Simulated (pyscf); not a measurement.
F–Si(SiH₂•)(SiH₃)–SiH₃ (SMILES F[Si]([SiH2])([SiH3])[SiH3]), doublet

Gas-phase minimum from PySCF at ωB97X-D3(BJ)/def2-SVP, one conformer. F–Si(SiH₂•)(SiH₃)–SiH₃ lies 8.3 kcal/mol over its isomer F–SiH₂–Si•(SiH₃)–SiH₃ (electronic energy, ωB97M-D3(BJ)/def2-TZVP). 

```
Si
F 1 1.6455
Si 1 2.3166 2 109.54
H 3 1.4939 1 115.50 2 71.85
H 3 1.4947 4 109.97 1 -126.90
Si 1 2.3327 2 109.84 3 -118.90
H 6 1.4915 1 110.96 2 61.44
H 6 1.4918 7 109.44 1 122.59
H 6 1.4938 7 109.17 8 119.33
Si 1 2.3344 2 108.53 3 119.90
H 10 1.4917 1 110.44 2 -61.89
H 10 1.4926 11 109.40 1 -122.98
H 10 1.4937 11 109.17 12 -119.34
```
Charge 0, spin multiplicity 2.

Properties at ωB97X-D3(BJ)/def2-SVP:

- Harmonic wavenumbers, unscaled = 65, 81, 84, 101, 107, 111, 167, 183, 350, 434, 439, 458, 505, 530, 548, 579, 586, 861, 874, 898, 930, 943, 947, 948, 952, 2227, 2239, 2243, 2245, 2250, 2254, 2257, 2259 cm⁻¹
- Zero-point energy = 43.8 kcal/mol
- Rotational symmetry number = 1
- Entropy of this conformer at 298 K and 1 atm, rigid rotor and harmonic oscillator, modes under 100 cm⁻¹ raised to 100 = 434.8 J/(mol K)
- Dipole moment = 1.16 D
- Spin expectation value S2 = 0.753

Single-point totals, which compare only within one level:

```json
[
 {"level": "ωB97X-D3(BJ)/def2-TZVP", "total energy (hartree)": "-1262.82996"},
 {"level": "PBE/def2-TZVP", "total energy (hartree)": "-1261.99999"},
 {"level": "r²SCAN/def2-TZVP", "total energy (hartree)": "-1262.55970"},
 {"level": "B3LYP-D3(BJ)/def2-TZVP", "total energy (hartree)": "-1262.82264"},
 {"level": "PBE0-D3(BJ)/def2-TZVP", "total energy (hartree)": "-1262.13273"},
 {"level": "M06-2X/def2-TZVP", "total energy (hartree)": "-1262.57009"},
 {"level": "ωB97M-D3(BJ)/def2-TZVP", "total energy (hartree)": "-1262.88015"}
]
```

Soft torsions are taken as harmonic, which can shift the entropy by several J/(mol K).
